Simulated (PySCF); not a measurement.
GeH6O2Si. Atoms are numbered in the order given.

```xyz
10

O     -1.1240    -1.0640    -1.0210
Ge    -0.4266    -0.0281     0.2668
O     -0.9902     1.6613     0.0499
Si     1.9323    -0.2551    -0.0273
H     -2.0932    -1.0890    -0.9772
H     -1.0110    -0.3875     1.6460
H     -0.6674     2.0412    -0.7821
H      2.3031     0.2529    -1.3768
H      2.3417    -1.6799     0.0987
H      2.6377     0.5532     1.0051
```
Charge 0, spin multiplicity 1.

Coordinates come from a TPSSh-D3(BJ)/def2-SVP optimisation. This is a generated structure with no PubChem entry under its InChIKey; it may be hypothetical. Other conformers were not sampled.

These are TDA-CAM-B3LYP/def2-SVPD (PySCF) values and carry that method's errors.

Vertical excitations. The molecule is in vacuum.

```tsv
state	energy (eV)	λ (nm)	f	main pairs
S1	6.70	185	0.027	HOMO→LUMO 84 %
S2	7.06	176	0.021	HOMO→LUMO+1 81 %
S3	7.40	168	0.046	HOMO−1→LUMO 65 %, HOMO−1→LUMO+1 13 %
S4	7.56	164	0.048	HOMO−2→LUMO 56 %, HOMO−1→LUMO+1 11 %
S5	7.73	160	0.004	HOMO→LUMO+3 68 %
S6	7.82	159	0.278	HOMO−1→LUMO+1 32 %, HOMO→LUMO+2 29 %, HOMO→LUMO+3 10 %, HOMO−2→LUMO 10 %
S7	7.92	157	0.279	HOMO→LUMO+2 46 %, HOMO−1→LUMO+1 19 %, HOMO−2→LUMO 14 %
S8	8.29	150	0.087	HOMO−2→LUMO+1 54 %, HOMO−1→LUMO 15 %, HOMO−1→LUMO+2 11 %
S9	8.45	147	0.008	HOMO→LUMO+5 54 %, HOMO→LUMO+4 33 %
S10	8.49	146	0.004	HOMO→LUMO+5 33 %, HOMO→LUMO+4 29 %, HOMO−5→LUMO 6 %
T1	6.04	205	0	HOMO→LUMO 68 %, HOMO→LUMO+1 12 %
T2	6.37	195	0	HOMO→LUMO+1 74 %
T3	6.70	185	0	HOMO→LUMO+2 54 %, HOMO→LUMO+3 15 %, HOMO−1→LUMO 9 %
T4	6.86	181	0	HOMO−1→LUMO 57 %, HOMO→LUMO+3 10 %
```
Triplets are in the Tamm–Dancoff approximation.
